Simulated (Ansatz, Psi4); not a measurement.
System: MgCl, net charge 1, singlet state. SMILES: [Cl][Mg+]
Coordinates optimised at B3LYP-D3(BJ)/def2-TZVP (Ansatz, an electronic-structure program):
```xyz
2

Mg     0.0000     0.0000    -1.2414
Cl     0.0000     0.0000     0.8763
```
Charge +1, spin multiplicity 1.

Quantity: vertical triplet-singlet gap, E(triplet) - E(singlet), in eV. Set-up: UHF or UKS for open shells; no spin-orbit coupling; each state is the SCF solution reached for its charge and spin; valence correlation only; 6-311+G** with 5d, 6d on Na to Ar in Ansatz; 6-31G* and kin with 6d, 5d where marked; non-relativistic. Ab initio and DFT rows: single points at B3LYP-D3(BJ) geometries (Ansatz). The spin state of an ion or metal species was assumed, not searched. Levels can end on unlike triplets.

| level | program | vertical triplet-singlet gap, E(triplet) - E(singlet) (eV) |
|---|---|---|
| HF/6-311+G** | Ansatz | 2.53 |
| PBE/6-31G* | Ansatz | 3.53 |
| PBE/6-311+G** | Ansatz | 3.52 |
| B3LYP/STO-3G | Ansatz | 4.26 |
| B3LYP/3-21G | Ansatz | 3.33 |
| B3LYP/6-31G* | Ansatz | 3.40 |
| B3LYP/6-311+G** | Ansatz | 3.39 |
| wB97X-D/6-31G* | Psi4 | 3.71 |
| MP2/6-31G* | Ansatz | 3.41 |
| PBE/def2-TZVPD | Ansatz | 3.52 |
| B3LYP/def2-TZVPD | Ansatz | 3.40 |
| wB97M-V/def2-TZVPD | Ansatz | 3.64 |

No value to compare with is used here. The 9 habitual levels span 2.53 (HF/6-311+G**) to 4.26 eV (B3LYP/STO-3G); B3LYP/def2-TZVPD gives 3.40.

The levels are drawn from those run, B3LYP/6-31G* more often than the rest, none by its result; runs whose electronic state is in doubt are left out.
